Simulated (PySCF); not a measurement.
A calculated (PBE, PySCF 2.14, x2c-QZVPPall with one added diffuse shell each of s, p, d, f type, the spin-free X2C one-electron Hamiltonian (Gaussian nucleus)) atom or ion has these occupied shells.

```tsv
shell	electrons	orbital energy (eV)	rms radius, mean of both spins (bohr)
1s α	1	-1785.1	0.129
1s β	1	-1784.9	0.129
2s α	1	-139.25	0.621
2s β	1	-139.10	0.621
2p α	3	-95.348	0.604
2p β	3	-95.141	0.604
3s α	1	-11.269	2.34
3s β	1	-9.741	2.34
3p α	2	-4.598	3.01
```

Task: Name the element and its charge.

Result: Si (silicon, neutral), in [Ne] 3s2 3p2, high-spin 3P determinant.
